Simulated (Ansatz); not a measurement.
`B[Se]CF`, relaxed with RKS PBE-D4/def2-SVP in Ansatz from a rough embedded geometry. The force threshold is 0.03 eV/Å; the program also tests the step.

The species carries charge 0 and has multiplicity 1.

Start:

```xyz
8

B    -0.839    0.375   -1.256
Se    0.386   -1.078   -0.814
C     0.723   -0.297    0.944
F    -0.393   -0.437    1.707
H    -2.039    0.316   -1.023
H    -0.472    1.389   -1.827
H     1.543   -0.950    1.437
H     1.092    0.682    0.832
```

How much energy does the relaxation release, and in how many steps? (Best estimate.)

The calculation gave: 111.45 kJ/mol, in 12 steps.

Which bonds change most? (Best estimate.)

The calculation gave: C3–H8 from 1.052 to 1.109 Å; C3–H7 from 1.159 to 1.111 Å; B1–Se2 from 1.951 to 1.904 Å; Se2–C3 from 1.954 to 1.991 Å.

Give the relaxed structure. (An estimate is asked.)

Computed: 
```xyz
8

B    -1.023    0.340   -1.269
Se   -0.147   -1.182   -0.534
C     0.836   -0.310    0.962
F     0.005   -0.032    2.010
H    -1.760    0.140   -2.211
H    -0.822    1.441   -0.801
H     1.627   -1.023    1.278
H     1.283    0.625    0.566
```
